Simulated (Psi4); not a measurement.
Two rigid molecules brought together: HF ··· H4Ge (SMILES F and [GeH4]). Monomers: optimised at B3LYP-D3(BJ) (def2-TZVP), held rigid. Orientation: lowest of the rigid-body minima from ten starts at GFN2-xTB. R is the distance of the centres of mass, along which the second monomer moves.

Methods: PBE/def2-TZVP, counterpoise-corrected (Psi4); PBE-D3(BJ)/def2-TZVP, counterpoise-corrected (Psi4); SAPT0/jun-cc-pVDZ, frozen core (Psi4).

Interaction energies in kcal/mol; the last columns give the difference from SAPT0:

```tsv
R / Å	PBE/def2-TZVP	PBE-D3(BJ)/def2-TZVP	SAPT0/jun-cc-pVDZ	PBE/def2-TZVP − SAPT0/jun-cc-pVDZ	PBE-D3(BJ)/def2-TZVP − SAPT0/jun-cc-pVDZ
2.31	13.98	13.26	14.42	-0.45	-1.16
2.45	8.26	7.58	8.52	-0.26	-0.94
2.65	3.54	2.91	3.62	-0.09	-0.71
2.87	1.03	0.47	1.03	0.00	-0.56
3.11	-0.10	-0.58	-0.13	0.03	-0.45
3.26	-0.37	-0.81	-0.41	0.03	-0.40
3.56	-0.51	-0.84	-0.53	0.02	-0.32
3.84	-0.44	-0.69	-0.45	0.01	-0.24
4.36	-0.25	-0.39	-0.27	0.02	-0.12
5.11	-0.08	-0.14	-0.12	0.04	-0.02
6.10	-0.02	-0.04	-0.05	0.03	0.00
7.38	-0.01	-0.02	-0.02	0.01	0.00
```

PBE/def2-TZVP is furthest from SAPT0/jun-cc-pVDZ at 2.31 (-0.45 kcal/mol, below); its mean absolute difference over the points is 0.08 kcal/mol.

PBE-D3(BJ)/def2-TZVP is furthest from SAPT0/jun-cc-pVDZ at 2.31 (-1.16 kcal/mol, below); its mean absolute difference over the points is 0.41 kcal/mol.
